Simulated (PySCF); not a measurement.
Compound: C7H10N2O.
Numbering: `[CH3:1][CH2:2][c:3]1[cH:4][c:5]([CH:6]=[O:7])[n:8][n:9]1[CH3:10]`

Structure used (PBE0-D3(BJ)/def2-SVP), in Å, numbered top down from 1:
```xyz
20
C7H10N2O angstrom
C     -2.612   -0.621    0.520
C     -1.665    0.461    0.029
C     -0.236    0.034    0.025
C      0.382   -1.131    0.436
C      1.756   -0.914    0.176
C      2.886   -1.816    0.416
O      2.784   -2.921    0.889
N      1.964    0.290   -0.354
N      0.766    0.844   -0.438
C      0.620    2.173   -0.973
H     -3.651   -0.262    0.515
H     -2.367   -0.927    1.548
H     -2.558   -1.515   -0.118
H     -1.953    0.776   -0.990
H     -1.774    1.365    0.656
H     -0.071   -2.021    0.863
H      3.874   -1.383    0.120
H     -0.036    2.172   -1.856
H      0.202    2.858   -0.220
H      1.619    2.519   -1.262
```

Probes without a nucleus sit at each ring's centroid and 1 Å off its mean plane on both sides; NICS is minus the shielding there, NICSzz its component along the normal. Level: GIAO KT2/pcSseg-1 (PySCF, non-relativistic, gas phase) on the PBE0-D3(BJ)/def2-SVP geometry, one conformer.

Ring bond lengths (Å): C3–C4 1.381, C4–C5 1.415, C5–N8 1.333, N8–N9 1.322, N9–C3 1.370.

Q: Give the NICS values of each ring in ppm.

A: 
```
          ring                                                 type  NICS(0)  NICS(1), two faces  NICS(1)zz, two faces  rms pucker (Å)  centre to ring atoms, mean (Å)
C3–C4–C5–N8–N9  5-membered ring with 2 N; formal bonds all aromatic    -12.1       -11.5 / -11.4         -27.1 / -27.1            0.00                            1.16
```

Q: What do they say, and how far can they be read as aromaticity?

A: 
- C3–C4–C5–N8–N9: mean NICS(1)zz -27.1 ppm, shielded. For a flat ring without four-coordinate atoms the NICS criterion counts such a value as aromatic.

Q: What does the geometric index give? HOMA takes Krygowski's 1993 parameters.

A: 
- C3–C4–C5–N8–N9: HOMA 0.93; the largest term is that of C4–C5, α(R − Ropt)² = 0.19. The geometric and the magnetic index point the same way.

Q: List the ring angles.

A: 
- C3–C4–C5–N8–N9: C3 105.8°, C4 104.5°, C5 111.3°, N8 105.2°, N9 113.2°; sum 540.0° against 540° for a flat convex ring.

Q: How shielded are the nuclei of the rings and their hydrogens (means over atoms taken as equivalent)?

A: 
| atoms | environment | σ isotropic (ppm) |
| --- | --- | --- |
| C3 | substituted aromatic carbon | 44.3 |
| C4 | aromatic CH carbon | 84.3 |
| C5 | substituted aromatic carbon | 39.9 |
| N8 | pyridine-type nitrogen | -76.5 |
| N9 | pyrrole-type nitrogen | 42.9 |
| H16 | aromatic hydrogen | 24.56 |

Q: How do the values depend on the level or the medium?

A: 
| level | NICS(0), C3–C4–C5–N8–N9 | mean NICS(1)zz, C3–C4–C5–N8–N9 |
| --- | --- | --- |
| KT2/pcSseg-1, gas | -12.1 | -27.1 |
| PBE0/pcSseg-1, gas | -12.2 | -27.9 |
| PBE0/pcSseg-1, IEF-PCM acetonitrile | -12.0 | -27.8 |
| PBE0/pcSseg-1, IEF-PCM methanol | -12.0 | -27.8 |

The geometry is the same throughout; the continuum's cavity takes Bondi-type radii × 1.2.
